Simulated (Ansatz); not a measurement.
Gas-phase electronic energies from Ansatz, PBE0-D4/def2-TZVP geometries. CCSD(T)/CBS is the MP2 limit (def2-TZVPP, def2-QZVPP) plus CCSD(T) − MP2 in def2-TZVPP, frozen cores. This one scheme is used for every species. DFT in def2-TZVPP. For Sc outer-core shells are correlated without core-valence functions, which leaves a few kJ/mol of doubt a bond. Scalar relativity is left out up to krypton. Each species was taken in one conformer, which may not be the lowest.

Reaction (redistribution): `COB(S)Cl` + `C[O][Sc]([F])[F]` → `COB(S)OC` + `[F][Sc]([F])[Cl]`

CCSD(T)/CBS gives -71.3 kJ/mol.

**Question.** Another level gave -73.2 kJ/mol. Which?
A. MP2/def2-TZVPP
B. PBE-D4/def2-TZVPP
C. PBE0-D4/def2-TZVPP
D. HF/def2-TZVPP

**Answer.** C. PBE0-D4 -73.2, MP2/def2-TZVPP -68.4, PBE-D4 -64.3, HF/def2-TZVPP -95.6 kJ/mol.

Largest T1 diagnostic among the species: 0.016.

From PBE to PBE0 (25 % exact exchange), in def2-TZVPP and without D4, ΔE moves by −8.9 kJ/mol. In def2-TZVPP, CCSD(T) changes the Hartree–Fock value by +21.3 kJ/mol (the triples alone add +2.7 kJ/mol) and MP2 by +27.2 kJ/mol.
